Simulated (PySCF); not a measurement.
# `C[C@@H]1[C@H](F)[C@H]2CC[C@@H]12`, C$_{7}$H$_{11}$F

Molfile (atoms numbered from 1):
```
C7H11F
     RDKit          3D

 19 20  0  0  0  0  0  0  0  0999 V2000
   -2.2971   -0.0431   -0.5285 C   0  0  0  0  0  0  0  0  0  0  0  0
   -0.9673   -0.4053    0.1094 C   0  0  2  0  0  0  0  0  0  0  0  0
   -0.4085    0.6663    1.0741 C   0  0  2  0  0  0  0  0  0  0  0  0
   -1.2326    1.7508    1.2559 F   0  0  0  0  0  0  0  0  0  0  0  0
    0.7616    0.9329    0.1177 C   0  0  1  0  0  0  0  0  0  0  0  0
    2.0204    0.1143    0.4283 C   0  0  0  0  0  0  0  0  0  0  0  0
    1.4919   -1.0291   -0.4577 C   0  0  0  0  0  0  0  0  0  0  0  0
    0.2525   -0.1910   -0.8078 C   0  0  1  0  0  0  0  0  0  0  0  0
   -2.5379   -0.7555   -1.3144 H   0  0  0  0  0  0  0  0  0  0  0  0
   -3.0913   -0.0569    0.2142 H   0  0  0  0  0  0  0  0  0  0  0  0
   -2.2505    0.9538   -0.9599 H   0  0  0  0  0  0  0  0  0  0  0  0
   -1.0258   -1.4010    0.5549 H   0  0  0  0  0  0  0  0  0  0  0  0
   -0.1356    0.3202    2.0764 H   0  0  0  0  0  0  0  0  0  0  0  0
    0.8798    1.9666   -0.1931 H   0  0  0  0  0  0  0  0  0  0  0  0
    2.1595   -0.1314    1.4796 H   0  0  0  0  0  0  0  0  0  0  0  0
    2.9323    0.5708    0.0506 H   0  0  0  0  0  0  0  0  0  0  0  0
    2.1258   -1.2528   -1.3128 H   0  0  0  0  0  0  0  0  0  0  0  0
    1.2746   -1.9569    0.0685 H   0  0  0  0  0  0  0  0  0  0  0  0
    0.0385   -0.0436   -1.8627 H   0  0  0  0  0  0  0  0  0  0  0  0
  1  2  1  0
  2  3  1  0
  3  4  1  0
  3  5  1  0
  5  6  1  0
  6  7  1  0
  7  8  1  0
  8  2  1  0
  8  5  1  0
  1  9  1  0
  1 10  1  0
  1 11  1  0
  2 12  1  1
  3 13  1  1
  5 14  1  6
  6 15  1  0
  6 16  1  0
  7 17  1  0
  7 18  1  0
  8 19  1  6
M  END
```

Method used: TDDFT wB97X-D/def2-SVPD circular dichroism and optical rotation, one conformer, gas phase in PySCF 2.14.0. Geometry: GFN2-xTB.

Singlets 9 and 10, 11 and 12 lie within 0.01 eV of each other, so their separate moments and overlaps can depend on how they mix.

Draw the ECD and absorption spectra from the lowest 12 states, each a Gaussian of half-width 0.35 eV at 1/e height.


| E (eV) | λ (nm) | Δε (L mol⁻¹ cm⁻¹) | ε (L mol⁻¹ cm⁻¹) |
| --- | --- | --- | --- |
| 7.54 | 164 | +0.56 | 49.5 |
| 7.69 | 161 | +1.52 | 187 |
| 7.84 | 158 | +2.63 | 539 |
| 7.99 | 155 | +2.40 | 1190 |
| 8.14 | 152 | -0.49 | 2040 |
| 8.29 | 149 | -4.72 | 2750 |
| 8.44 | 147 | -6.74 | 3080 |
| 8.59 | 144 | -4.68 | 3110 |
| 8.74 | 142 | -1.36 | 3090 |
| 8.89 | 139 | -1.83 | 3090 |

Δε uses R in velocity form, ε uses f in length form. Only the states computed contribute, so the short-wavelength end is incomplete.
